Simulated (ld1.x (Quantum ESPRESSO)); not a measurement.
Ho TM: all-electron and pseudo phase curves

Ho, norm-conserving Troullier–Martins (Kleinman–Bylander form), made with ld1.x (Quantum ESPRESSO) 7.5 (PBE, fully relativistic). Core [Xe] 4f10, reference 5d1 6s1 6p1. Waves: 6s (bound): rc 2.40 bohr; 5d (bound): rc 3.35 bohr; 6p (bound): rc 3.15 bohr. Local part: the p channel. Core correction: a·sin(br)/r model core inside 2.50 bohr.

Open shells are filled in proportion to 2j + 1 (rel_dist='average').

The phase is arctan(r·u′/u) with u = r·R(r), unwrapped; energies in Ry, scanned from -2 to 5 Ry. A pole is an energy at which the radial function vanishes at the test radius. The pseudo phase is shifted by a multiple of π to meet the all-electron one at the reference energy, and phase errors are pseudo minus all-electron; the curves can meet again beyond the range given. Levels narrower than the energy grid can be missing from the lists of poles.

Task: For each channel, where are the poles, and over which energies does the pseudopotential scatter like the atom?

Result:

```json
{"channel": "s", "radius (bohr)": "3.63", "reference energy (Ry)": "-0.38", "poles, all-electron": "0.62", "poles, pseudo": "-1.59, 0.82, 4.75", "unbroken range about the reference energy with phases within 0.05 rad": "-1.2 to 1.0", "phase error 1 Ry above the reference energy (rad)": "+0.036"}
{"channel": "p1/2", "radius (bohr)": "3.63", "reference energy (Ry)": "-0.16", "poles, all-electron": "1.35", "poles, pseudo": "1.03, 3.33", "unbroken range about the reference energy with phases within 0.05 rad": "not even at the reference energy", "phase error 1 Ry above the reference energy (rad)": "-0.035"}
{"channel": "p3/2", "radius (bohr)": "3.63", "reference energy (Ry)": "-0.14", "poles, all-electron": "1.59", "poles, pseudo": "1.03, 3.33", "unbroken range about the reference energy with phases within 0.05 rad": "not even at the reference energy", "phase error 1 Ry above the reference energy (rad)": "-0.104"}
{"channel": "d3/2", "radius (bohr)": "3.63", "reference energy (Ry)": "-0.25", "poles, all-electron": "0.01, 3.16", "poles, pseudo": "0.03, 4.62", "unbroken range about the reference energy with phases within 0.05 rad": "below 0.5", "phase error 1 Ry above the reference energy (rad)": "+0.107"}
{"channel": "d5/2", "radius (bohr)": "3.63", "reference energy (Ry)": "-0.23", "poles, all-electron": "0.05, 3.23", "poles, pseudo": "0.07, 4.67", "unbroken range about the reference energy with phases within 0.05 rad": "below 0.5", "phase error 1 Ry above the reference energy (rad)": "+0.099"}
```

Note: ghost state, extra bound levels that the all-electron valence spectrum of the same l lacks: s at -22.0 eV. A true bound ghost makes a file unfit for plane-wave use.

Phases in the d3/2 channel:

```
E (Ry)  all-electron  pseudo
 -2.00         1.367   1.369
 -1.52         1.331   1.335
 -1.04         1.261   1.268
 -0.56         0.984   1.000
 -0.08        -1.474  -1.464
  0.40        -1.783  -1.741
  0.88        -2.062  -1.898
  1.36        -3.301  -2.214
  1.84        -4.362  -3.364
  2.32        -4.576  -4.259
  2.80        -4.667  -4.493
  3.28        -4.725  -4.592
  3.76        -4.776  -4.648
  4.24        -4.836  -4.687
  4.72        -4.936  -4.719
```
